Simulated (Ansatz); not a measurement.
```xyz
8

F     0.296   -1.901    0.239
C    -0.142   -0.853   -0.513
F    -1.477   -1.029   -0.719
Ge    0.183    0.866    0.450
H     0.352   -0.918   -1.488
H     1.694    1.013    0.670
H    -0.564    0.810    1.787
H    -0.341    2.012   -0.425
```

The species carries charge 0 and has multiplicity 1.

**Question.** List the ωB97M-V/def2-TZVPP orbital energies in eV (the Gaussian-basis code of Ansatz). (Best estimate.)

**Answer.** The calculation gave: Occupied: -10866.79, -1362.66, -1210.38, -1210.38, -1210.38, -677.93, -677.93, -285.72, -174.43, -123.68, -123.67, -123.66, -37.78, -36.49, -36.48, -36.47, -36.42, -36.41, -36.23, -22.37, -19.05, -18.04, -17.85, -16.32, -14.81, -14.13, -13.93, -12.28, -12.25, -10.79. Lowest empty: 2.34, 2.80, 2.96, 3.05, 4.00, 4.51, 5.40, 6.68.
